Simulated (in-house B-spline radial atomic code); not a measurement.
A fraction x of an electron is removed from 2p in Ne IV (Ne3+), starting from [He] 2s2 2p3 and keeping the highest spin. Computed with a B-spline radial code for spherical atoms: scalar-relativistic (X2C) BP86, spin-polarised, spherical fractional occupations, Fermi nucleus of rms radius 3.0055 fm.

| x | E(x) - E(0) (eV) | 2p up level (eV) |
| --- | --- | --- |
| 0 | 0.0000 | -83.743 |
| 0.11 | 9.3759 | -86.734 |
| 0.15 | 12.8671 | -87.829 |
| 0.26 | 22.6948 | -90.861 |
| 0.41 | 36.6370 | -95.045 |
| 0.5 | 45.3050 | -97.581 |
| 0.62 | 57.2191 | -100.993 |
| 0.63 | 58.2305 | -101.279 |
| 0.8 | 75.8629 | -106.173 |
| 0.94 | 91.0122 | -110.253 |
| 1 | 97.6801 | -112.014 |

The exact functional would give a straight line between the two integer points. Deviations E(x) - E(0) - x[E(1) - E(0)], in eV: -1.369 at x = 0.11, -1.785 at x = 0.15, -2.702 at x = 0.26, -3.412 at x = 0.41, -3.535 at x = 0.5, -3.343 at x = 0.62, -3.308 at x = 0.63, -2.281 at x = 0.8, -0.807 at x = 0.94.

The curve lies below the straight line by up to 3.535 eV (at x = 0.5): convex, the delocalisation error that favours fractional charges.

Problem. How well does Slater's transition state (minus the level at half occupation) give the ionisation energy?

Solution. It gives 97.581 eV against 97.680 eV from the two total energies; NIST lists 97.19 eV, ground level to ground level.
